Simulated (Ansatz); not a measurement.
CH9F2N3O2Si2, SMILES `CN([Si](N)(O)O)[Si](N)(F)F`. The species carries charge 0 and has multiplicity 1. Geometry: relaxed with PBE0-D4/def2-TZVP. It is one conformer, not always the lowest.

```xyz
19

C     0.825   -0.662   -1.356
N     0.135    0.000   -0.242
Si    0.269   -0.690    1.340
N    -0.042   -2.351    1.193
O     1.750   -0.622    2.027
O    -0.694    0.224    2.305
Si   -0.666    1.474   -0.506
N    -0.772    1.844   -2.153
F     0.004    2.634    0.356
F    -2.167    1.437    0.040
H     1.796   -0.202   -1.567
H     1.005   -1.709   -1.107
H     0.220   -0.629   -2.264
H    -0.828   -2.705    0.677
H     0.283   -2.998    1.891
H     1.940    0.183    2.513
H    -1.604    0.377    2.046
H     0.052    1.941   -2.722
H    -1.509    2.453   -2.470
```

Problem. What is the dipole moment at ωB97M-V/def2-TZVPP? (An estimate is asked.)

Solution. Computed: 2.60 D, with components (-0.42, -0.77, -2.45) D in this frame, pointing from negative to positive charge.

Problem. And with PBE, r2SCAN, B3LYP? (An estimate is asked.)

Solution. Computed: PBE 2.50 D, r2SCAN 2.55 D, B3LYP 2.62 D.

Problem. Give the Mulliken charges with ωB97M-V, r2SCAN, B3LYP in def2-TZVPP. (Estimate.)

Solution. Computed: 
```csv
atom,ωB97M-V,r2SCAN,B3LYP
C1,-0.30,-0.12,-0.22
N2,-0.25,-0.26,-0.24
Si3,0.64,0.68,0.65
N4,-0.36,-0.45,-0.40
O5,-0.38,-0.42,-0.41
O6,-0.36,-0.39,-0.38
Si7,0.79,0.81,0.81
N8,-0.37,-0.45,-0.40
F9,-0.29,-0.30,-0.31
F10,-0.33,-0.34,-0.34
H11,0.13,0.07,0.11
H12,0.11,0.06,0.09
H13,0.13,0.07,0.10
H14,0.12,0.15,0.14
H15,0.12,0.16,0.14
H16,0.18,0.21,0.19
H17,0.18,0.20,0.19
H18,0.12,0.15,0.14
H19,0.12,0.16,0.14
```

B3LYP here is the variant with VWN-RPA as its local correlation; programs differ in this.
